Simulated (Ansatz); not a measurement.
Two structures of CH7BSe, closed shell, reached by relaxing down either side of one saddle point (PBE0-D4/def2-TZVP). Energies are electronic, without zero-point energy. Computed with Ansatz 0.2.0 (basis: def2-TZVPP and def2-QZVPP); correlated methods freeze the cores. Filled d shells of the heavier atoms are correlated. The def2 sets are not built for correlating such inner shells, so the correlated values are less sure here. Extrapolation: Hartree–Fock as exp(−7.88 √X), correlation as X^−2.97. First:

B1  (0.477, 0.740, -0.034)
C2  (-1.005, 0.398, -0.504)
H3  (0.611, 1.468, 0.925)
H4  (1.310, 0.937, -0.891)
H5  (1.052, -2.053, -0.158)
Se6  (1.396, -1.022, 0.836)
H7  (-1.055, -0.371, -1.283)
H8  (-1.667, 0.092, 0.312)
H9  (-1.445, 1.304, -0.936)
H10  (0.326, -1.493, 1.733)
(Å)

Second:

```csv
atom,x (Å),y (Å),z (Å)
B1,1.4411,0.6442,0.7194
C2,-1.4989,-0.0981,-1.0428
H3,0.6925,1.1449,1.4954
H4,1.8236,1.1939,-0.2654
H5,-0.9472,-1.0353,-1.1082
Se6,2.1167,-1.1087,1.0001
H7,-2.3961,-0.1573,-1.6585
H8,-1.7819,0.0848,-0.0064
H9,-0.8706,0.7188,-1.3981
H10,1.4208,-1.3872,2.2646
```

Task: Which bonds change from the first to the second?

Result: CH₅B ([BH2][CH3]) + H₂Se → BH₃Se ([BH2][SeH]) + CH₄; bonds formed: C2–H5; dative contacts that become bonds: B1–Se6; bonds broken: B1–C2, H5–Se6.

Task: Give the saddle point's structure and its height above each. (Judge from chemistry; the value comes from the calculation.)

Result: The calculation gives: 88.0 kJ/mol above the first and 154.2 kJ/mol above the second (CCSD(T) at an estimated basis limit (MP2 extrapolated from triple and quadruple zeta, plus CCSD(T) − MP2 in triple zeta)).
```xyz
10
angstrom
B 0.5779 0.5745 0.0634
C -0.9609 0.1615 -0.5920
H 0.4277 1.2121 1.0586
H 1.2886 0.9432 -0.8230
H 0.1178 -0.7082 -0.0583
Se 1.5958 -1.2782 0.6681
H -0.9907 -0.4443 -1.5003
H -1.7077 -0.1992 0.1169
H -1.2271 1.1838 -0.8728
H 0.8786 -1.4454 1.9394
```

T1 diagnostic: at most 0.012.

Labels in which every atom is bracketed show which atoms are joined, not bond orders.

For scale, one of the runs: CCSD(T)/def2-TZVPP, 208 basis functions (an equivalent command: `ansatz run in.yaml --threads 4`). Hardware: 4 CPU threads, shared host. Wall time 69 s; peak host memory 2.9 GiB.
